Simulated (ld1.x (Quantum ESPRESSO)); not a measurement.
The numbers below are computed, except where a source is named.
Hardness and transferability of assorted potentials

Generated with ld1.x 7.5 (TM, RRKJ, ultrasoft, PAW), atompaw 4.2 or ONCVPSP 4.0.1. The cutoff is in Ry: for ld1.x and atompaw files where the sum of valence levels is converged to 10 mRy in a Bessel basis, for ONCV files where the hardest occupied wave has 1 mHa per electron of residual kinetic energy. The error is the largest all-electron minus pseudo excitation energy over each file’s own four to seven test configurations (ionisations up to +4, promotions, holes and added fractions of an electron), all of which were solved. The labels leave out finer settings (local radius, basis sizes, second energies), which also bear on the numbers. Spin-polarised tests are not counted. The rows are a selection from randomly drawn settings: files with unsolved tests, undetermined cutoffs or missed reference levels are left out.

| element | potential | cutoff (Ry) | largest error (meV) | bound ghosts |
| --- | --- | --- | --- | --- |
| B | TM, PBE, non-relativistic, rc 1.20/2.80 (sp), local smoothed, core correction yes, reference 2s1.75 2p1.25 | 21 | +268 | none |
| Si | TM, PBE, scalar-relativistic, rc 1.95/2.05 (sp), local smoothed, core correction yes, reference 3s1.75 3p2.25 | 15 | +95 | none |
| V | TM semilocal, PBEsol, scalar-relativistic, rc 2.15/1.50/1.25 (spd), local s, core correction yes, reference 3p6 3d3 4s1.5 4p0 | 120 | -99 | none |

Problem. Fill in the row for Cu: TM, PBE, scalar-relativistic, rc 2.05/2.95/1.60/3.00 (spdf), local smoothed, core correction yes, reference 3d10 4s0.5 4p0.5.

Solution. cutoff 120 Ry, largest error -504 meV, bound ghosts: none.

Problem. Fill in the row for W: PAW, PBE, scalar-relativistic, rc 2.85/3.90/2.25 (spd), local smoothed, core correction yes, reference 5d4 6s0 6p0.

Solution. cutoff 18 Ry, largest error -123 meV, bound ghosts: none.

Problem. Fill in the row for Cu: TM semilocal, PBE, scalar-relativistic, rc 2.00/2.55/1.60 (spd), local d, core correction no, reference 3d10 4s0.75 4p0.25.

Solution. cutoff 120 Ry, largest error -1249 meV, bound ghosts: none.
